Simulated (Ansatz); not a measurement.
Reaction (redistribution): `C[O][Ga]([OH])[SH]` + `F[SiH]([SiH3])O[SiH3]` → `C[O][Ga]([SH])[O][SiH3]` + `O[SiH](F)[SiH3]`

Calculated with Ansatz (gas phase, PBE0-D4/def2-TZVP geometries, no zero-point term in ΔE). CCSD(T)/CBS adds triple-zeta CCSD(T) − MP2 to the extrapolated MP2 energy (def2 sets, frozen cores). Functionals use def2-TZVPP. B3LYP here is the variant with VWN-RPA as its local correlation; programs differ in this. For Ga outer-core shells are correlated without core-valence functions, which leaves a few kJ/mol of doubt a bond. Scalar relativity is left out up to krypton. Each species was taken in one conformer, which may not be the lowest.

| level | ΔE (kJ/mol) | difference from CCSD(T)/CBS |
| --- | --- | --- |
| PBE-D4 | 4.6 | 0.9 |
| r2SCAN-D4 | 4.1 | 0.4 |
| PBE0-D4 | 3.2 | -0.5 |
| B3LYP-D4 | 3.9 | 0.2 |
| ωB97X-V | 2.7 | -1.0 |
| ωB97M-V | 2.8 | -0.9 |
| B2PLYP | 3.4 | -0.3 |
| PBE | 5.0 | 1.3 |
| r2SCAN | 4.3 | 0.6 |
| PBE0 | 3.5 | -0.2 |
| B3LYP | 4.4 | 0.7 |
| HF/def2-TZVPP | 0.8 | -2.9 |
| MP2/def2-TZVPP | 2.4 | -1.3 |
| SCS-MP2/def2-TZVPP | 2.3 | -1.4 |
| CCSD/def2-TZVPP | 1.8 | -1.9 |
| CCSD(T)/def2-TZVPP | 1.8 | -1.9 |
| HF/def2-QZVPP | 1.6 | -2.1 |
| MP2/def2-QZVPP | 3.7 | 0.0 |
| SCS-MP2/def2-QZVPP | 3.6 | -0.1 |
| HF/CBS(def2) | 1.7 | -2.0 |
| MP2/CBS(def2) | 4.3 | 0.6 |
| CCSD/CBS(def2) | 3.7 | 0.0 |
| CCSD(T)/CBS | 3.7 | 0 |

Largest T1 diagnostic among the species: 0.014.
